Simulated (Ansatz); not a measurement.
Two isomers of C8H18O: A = `CCCCOCCCC`, B = `CCCCC(CC)CO`.

Isolated molecules relaxed with PBE0-D4/def2-TZVP in Ansatz; ΔE leaves out vibrations. CCSD(T)/CBS adds triple-zeta CCSD(T) − MP2 to the extrapolated MP2 energy (def2 sets, frozen cores). Functionals use def2-TZVPP. B3LYP here is the variant with VWN-RPA as its local correlation; programs differ in this. Each species was taken in one conformer, which may not be the lowest.

(1) Which is lower in electronic energy at CCSD(T)/CBS, and by how much? (Best estimate.)

(2) Give E(B) − E(A) in kcal/mol with PBE-D4, CCSD(T)/def2-TZVPP, HF/def2-TZVPP, B2PLYP, MP2/def2-TZVPP, B3LYP, B3LYP-D4. (Best estimate.)

Largest T1 diagnostic: 0.009.

## Answers

(1) The calculation gave: B, by 8.5 kcal/mol.

(2) The calculation gave: PBE-D4 -7.0, CCSD(T)/def2-TZVPP -8.2, HF/def2-TZVPP -2.2, B2PLYP -5.7, MP2/def2-TZVPP -9.8, B3LYP -3.5, B3LYP-D4 -6.2. None reverses the order clearly.

At CCSD(T), def2-SVP lies +1.1 kcal/mol from the extrapolated value and def2-TZVPP +0.3 kcal/mol. Leaving LDA and LC-ωPBE aside and taking each functional with its dispersion term where it has one, the values, not all of them listed here, spread over 2.2 kcal/mol, from PBE-QIDH to B2PLYP. LDA lies −2.9 kcal/mol from PBE without D4.
